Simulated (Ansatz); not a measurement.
Two members of one family (AlP nanocrystals, H-capped) that differ in charge, which shifts all levels, computed with Ansatz in the gas phase. The two geometries come from different levels. The structures are stationary points that may keep the symmetry of their start.

First: Al9P10H26⁺, cut from wurtzite (singlet, charge 1, PBE-D4/def2-SVP geometry).

```
atom    x (Å)    y (Å)    z (Å)
  P1  -0.6088   0.4461   4.0141
 Al2   1.5323  -0.6974   4.5981
  P3  -3.5336   1.2819   1.3953
 Al4  -3.7233   3.1583  -0.1713
 Al5  -1.4025   0.2363   1.7745
  P6   0.2442   1.2939   0.4249
  P7   2.0936  -1.3806   2.3221
 Al8   2.5030   0.4409   0.8237
  P9  -2.5477   2.2532  -2.1235
Al10  -0.3830   1.2418  -1.8678
 P11   1.3617   2.3858  -3.0238
 P12   3.1212  -0.3675  -1.3430
Al13   3.6524   1.3956  -2.9462
 P14  -1.4016  -2.0030   1.0477
Al15   0.6589  -3.1384   1.5905
Al16  -2.3895  -1.8185  -1.1707
 P17  -0.4340  -1.0495  -2.4046
 P18   1.4948  -3.7178  -0.6086
Al19   1.7623  -2.0511  -2.3462
 H20  -0.5920   1.8467   4.3036
 H21  -1.6766   0.0477   4.8773
 H22   2.5112   0.4660   5.0808
 H23   1.0453  -1.9825   5.4115
 H24  -3.9407   1.8038   2.6655
 H25  -4.5177   0.2610   1.2370
 H26  -2.6321   4.1752   0.4154
 H27  -5.2502   3.4338  -0.5239
 H28   0.2247   2.6762   0.8017
 H29   3.3769  -2.0062   2.4647
 H30   3.4299   1.5981   1.4037
 H31  -2.3536   3.3677  -3.0014
 H32  -3.3383   1.4222  -2.9733
 H33   1.3235   3.7412  -2.5704
 H34   0.9133   2.5833  -4.3680
 H35   4.3830  -1.0141  -1.1232
 H36   4.5643   2.5086  -2.2571
 H37   3.8146   0.7400  -4.3942
 H38  -2.4081  -2.6148   1.8632
 H39   0.4635  -4.3915   2.5493
 H40  -3.2845  -0.4691  -1.0502
 H41  -2.9556  -3.2056  -1.7128
 H42  -0.8268  -1.0564  -3.7823
 H43   2.7564  -4.3696  -0.4347
 H44   0.7425  -4.8207  -1.1249
 H45   2.2266  -2.6513  -3.7424
```

| level | HOMO (eV) | LUMO (eV) | gap (eV) |
| --- | --- | --- | --- |
| PBE-D4/def2-SVP | -8.98 | -5.05 | 3.94 |
| PBE-D4/def2-TZVP | -8.97 | -5.24 | 3.73 |
| B3LYP-D4/6-31G | -9.79 | -4.01 | 5.78 |
| PBE0-D4/def2-SVP | -10.04 | -4.34 | 5.70 |
| PBE0-D4/def2-TZVP | -9.99 | -4.51 | 5.48 |

Second: Al10P10H30, cut from zinc blende (singlet, charge 0, r2SCAN-D4/def2-SVP geometry).

```xyz
50

Al   -1.524   -2.142   -1.520
Al   -3.396   -1.382    2.481
Al    1.635   -2.495    0.576
Al    0.053   -1.167    4.042
Al   -3.875    1.097   -1.210
Al    1.642   -0.236   -2.532
Al   -1.214    3.198   -2.803
Al   -0.338    0.920    0.672
Al    3.543    1.109    2.403
Al    2.694    3.157   -0.629
P    -3.062   -2.543    0.318
P    -2.873   -0.553   -2.726
P     0.339   -0.930   -0.663
P    -1.433    0.043    2.587
P     0.352   -3.077    2.531
P     3.386   -1.268    1.726
P    -1.813    2.218   -0.665
P     0.490    1.602   -3.629
P     3.470    1.069   -1.664
P     1.641    2.097    1.258
H    -1.161   -3.483   -2.287
H    -4.766   -0.585    2.467
H    -3.113   -2.571    3.512
H     2.211   -3.714   -0.263
H    -0.630   -1.576    5.417
H     1.552   -0.608    3.977
H    -4.334    0.067   -0.076
H    -4.909    2.057   -1.940
H     2.023   -1.390   -3.552
H    -2.439    2.853   -3.773
H    -0.600    4.656   -2.709
H     3.494    1.228    3.982
H     4.819    1.574    1.558
H     1.636    3.572   -1.755
H     3.889    4.114   -0.205
H    -4.331   -2.696   -0.302
H    -2.841   -3.917    0.622
H    -3.882   -1.315   -3.373
H    -2.205   -0.058   -3.875
H    -1.823    1.190    3.336
H    -0.816   -3.815    2.207
H     1.088   -4.111    3.170
H     3.710   -2.072    2.852
H     4.546   -1.556    0.952
H    -2.208    3.303    0.168
H    -0.043    1.002   -4.806
H     1.530    2.342   -4.255
H     4.304    1.339   -2.780
H     4.378    0.285   -0.906
H     1.202    3.170    2.085
```

Q: Estimate the same table for the second.

A: 
| level | HOMO (eV) | LUMO (eV) | gap (eV) |
| --- | --- | --- | --- |
| PBE-D4/def2-SVP | -6.26 | -2.23 | 4.03 |
| PBE-D4/def2-TZVP | -6.31 | -2.49 | 3.82 |
| B3LYP-D4/6-31G | -7.13 | -1.17 | 5.96 |
| PBE0-D4/def2-SVP | -7.38 | -1.52 | 5.86 |
| PBE0-D4/def2-TZVP | -7.40 | -1.75 | 5.64 |
